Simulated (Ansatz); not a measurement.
Al2Cu3⁺. Total charge 1; triplet. Geometry r2SCAN-D4/def2-SVP.

```xyz
5

Al   -1.1204    1.0274   -0.5001
Al    1.4401   -0.5810   -0.3869
Cu   -0.4148   -0.5793    1.1511
Cu    0.8601    1.4290    0.8465
Cu   -0.7650   -1.2960   -1.1106
```

HSE06 is defined as in plane-wave codes, on full-range PBE exchange. At HF/STO-3G the charge 1 triplet is spin-contaminated (final ⟨S²⟩ up to 6.49, 2.00 for a pure state). At PBE0-D4/def2-TZVP a singlet of charge 1 lies 1.22 eV below the triplet, each at its own geometry. The structure comes from a short search, and lower isomers may exist.

Question: Estimate the α-spin orbital energies around the gap (eV) in Ansatz with HF/STO-3G, PBE-D4/def2-TZVP, r2SCAN-D4/def2-TZVP, PBE0-D4/def2-TZVP, HSE06-D4/def2-TZVP.

Answer: 
| orbital | HF/STO-3G | PBE-D4/def2-TZVP | r2SCAN-D4/def2-TZVP | PBE0-D4/def2-TZVP | HSE06-D4/def2-TZVP |
| --- | --- | --- | --- | --- | --- |
| HOMO−9 | -25.64 | -11.75 | -11.88 | -13.54 | -13.13 |
| HOMO−8 | -20.23 | -11.58 | -11.70 | -13.44 | -13.02 |
| HOMO−7 | -19.13 | -11.49 | -11.60 | -13.24 | -12.83 |
| HOMO−6 | -18.21 | -11.46 | -11.54 | -13.18 | -12.78 |
| HOMO−5 | -17.55 | -11.28 | -11.37 | -13.09 | -12.68 |
| HOMO−4 | -16.67 | -11.28 | -11.36 | -13.07 | -12.66 |
| HOMO−3 | -15.62 | -10.92 | -11.04 | -12.10 | -11.70 |
| HOMO−2 | -12.12 | -10.45 | -10.48 | -11.20 | -10.82 |
| HOMO−1 | -11.80 | -9.89 | -10.01 | -10.54 | -10.17 |
| HOMO | -10.92 | -8.48 | -8.63 | -9.17 | -8.80 |
| LUMO | -4.40 | -7.57 | -7.42 | -6.84 | -7.19 |
| LUMO+1 | -3.80 | -7.35 | -7.21 | -6.59 | -6.94 |
| LUMO+2 | -3.02 | -7.25 | -7.06 | -6.34 | -6.70 |
| LUMO+3 | -1.96 | -6.21 | -6.10 | -5.39 | -5.74 |
| LUMO+4 | -0.19 | -6.16 | -5.94 | -5.31 | -5.66 |
| LUMO+5 | 1.08 | -5.26 | -5.08 | -4.52 | -4.87 |
| β HOMO | -11.07 | -10.30 | -10.33 | -11.01 | -10.64 |
| β LUMO | -4.51 | -9.30 | -9.07 | -8.39 | -8.76 |
